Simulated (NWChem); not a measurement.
System: SiBrClF₂; SMILES F[Si](Br)(Cl)F

```xyz
5

F     -1.3097    -0.7726     1.2880
Si    -0.3955    -0.5241     0.0000
F     -1.3097    -0.7726    -1.2880
Cl     1.1221    -1.8604     0.0000
Br     0.3174     1.5304     0.0000
```
Atoms are numbered in this order, from 1.

Program: NWChem. Geometry optimised at PBE0/def2-SVP; all other runs use it. This build's default masses of Se (78.918 u) and Br (79.917 u) are each other's, which moves their modes by up to 0.6 %.

```json
[
 {"quantity": "isotropic polarisability (bohr³), static", "level": "CAM-B3LYP/def2-SVPD", "value": "56.1"},
 {"quantity": "vertical, lowest state with f > 0.02, singlet (eV)", "level": "CAM-B3LYP/def2-SVPD, TDA", "value": "7.23"},
 {"quantity": "solvation free energy (kcal/mol) in water", "level": "PBE0/def2-SVP, SMD", "value": "0.7"},
 {"quantity": "vertical ionisation energy, ΔSCF (eV)", "level": "PBE/def2-SVP", "value": "11.21"},
 {"quantity": "dipole (D)", "level": "PBE0/def2-SVP", "value": "0.86"},
 {"quantity": "highest harmonic frequency (cm⁻¹)", "level": "PBE0/def2-SVP", "value": "997"}
]
```
